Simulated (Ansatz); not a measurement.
`CC([SiH3])=S` + `N[SiH3]` → `[SiH3]N[SiH3]` + `CC=S`  (ligand exchange at the Si–C bond)

Calculated with Ansatz (gas phase, PBE0-D4/def2-TZVP geometries, no zero-point term in ΔE). CCSD(T)/CBS is the MP2 limit (def2-TZVPP, def2-QZVPP) plus CCSD(T) − MP2 in def2-TZVPP, frozen cores. This one scheme is used for every species. Functionals use def2-TZVPP. HSE06 is defined as in plane-wave codes.

`CC([SiH3])=S`:

Z-matrix (Å, degrees):
```
C
C 1 1.489
H 1 1.097 2 109.9
H 1 1.090 2 111.9 3 122.1
H 1 1.096 2 109.9 3 -115.8
Si 2 1.895 1 120.3 3 57.3
S 2 1.619 1 123.6 3 -122.2
H 6 1.491 2 110.8 1 3.7
H 6 1.483 2 108.5 1 -116.0
H 6 1.482 2 108.9 1 124.0
```

`N[SiH3]`:

Cartesian coordinates in Å:
```
N -0.246 -0.546 -0.883
Si 0.168 0.424 0.476
H -1.202 -0.831 -1.018
H 0.387 -1.267 -1.191
H -0.787 1.561 0.533
H 0.125 -0.259 1.804
H 1.555 0.919 0.279
```

`[SiH3]N[SiH3]`:

Z-matrix (Å, degrees):
```
Si
N 1 1.726
H 1 1.490 2 112.6
H 1 1.484 2 107.4 3 119.9
H 1 1.489 2 110.9 3 -120.0
Si 2 1.726 1 128.9 3 -109.8
H 2 1.011 1 115.5 3 66.2
H 6 1.490 2 112.6 1 109.8
H 6 1.484 2 107.4 1 -10.1
H 6 1.488 2 110.9 1 -130.1
```

`CC=S`:

```xyz
7

C    -0.528   -0.335    0.251
C     0.663    0.340   -0.318
S     0.919    1.927   -0.375
H    -0.219   -1.025    1.044
H    -1.005   -0.953   -0.519
H    -1.249    0.380    0.646
H     1.419   -0.335   -0.729
```

Q: Is it downhill or uphill in electronic energy at CCSD(T)/CBS, and by how much? (Best estimate.)

A: Ansatz gave: Downhill: ΔE = -61.4 kJ/mol.

Q: What do these levels give: revPBE-D4, BLYP-D4, r2SCANh-D4, ωB97X-V, r2SCAN, HSE06? (Estimate.)

A: The calculation gave: revPBE-D4 -51.5, BLYP-D4 -56.7, r2SCANh-D4 -60.4, ωB97X-V -62.9, r2SCAN -59.2, HSE06 -58.3 kJ/mol.

Largest T1 diagnostic among the species: 0.016.

From BLYP to BHLYP (50 % exact exchange), in def2-TZVPP and without D4, ΔE moves by −10.7 kJ/mol. Leaving LDA and LC-ωPBE aside and taking each functional with its dispersion term where it has one, the values, not all of them listed here, spread over 16.6 kJ/mol, from BHLYP-D4 to PBE-D4.
